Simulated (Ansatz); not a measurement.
**Question.** Name a neutral molecule of B, Cl, Ge and H with LUMO energy (B3LYP/def2-TZVPP) between -2.50 and -2.20 eV and HOMO energy (B3LYP/def2-TZVPP) between -8.10 and -7.80 eV (Ansatz, PBE0-D4/def2-TZVP geometry).

**Answer.** `Cl[B](Cl)[GeH3]` (-2.27 eV, -8.07 eV). Other molecules can fit too; these were computed, each in one conformer that needn't be the lowest.

B3LYP here is the variant with VWN-RPA as its local correlation; programs differ in this.
